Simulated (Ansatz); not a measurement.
Reaction (ligand exchange at a B–C bond): `[AlH2]/[CH]=C/B[SiH3]` + `OCS` → `[SiH3]BOCS` + `C=[CH][AlH2]`

Gas-phase electronic energies from Ansatz, PBE0-D4/def2-TZVP geometries. CBS: MP2 limit from def2 TZ/QZ plus the TZ coupled-cluster correction, frozen cores. Functionals use def2-TZVPP. B3LYP here is the variant with VWN-RPA as its local correlation; programs differ in this. One conformer a species, not always the lowest.

| level | ΔE (kcal/mol) | difference from CCSD(T)/CBS |
| --- | --- | --- |
| r2SCAN-D4 | -31.6 | -0.2 |
| B3LYP-D4 | -32.2 | -0.8 |
| ωB97X-V | -32.1 | -0.7 |
| PBE | -30.8 | 0.6 |
| r2SCAN | -31.6 | -0.2 |
| MP2/def2-TZVPP | -31.9 | -0.5 |
| SCS-MP2/def2-TZVPP | -32.2 | -0.8 |
| CCSD/def2-TZVPP | -32.1 | -0.7 |
| HF/def2-QZVPP | -32.2 | -0.8 |
| MP2/CBS(def2) | -31.1 | 0.3 |
| CCSD(T)/CBS | -31.4 | 0 |

Largest T1 diagnostic among the species: 0.014.
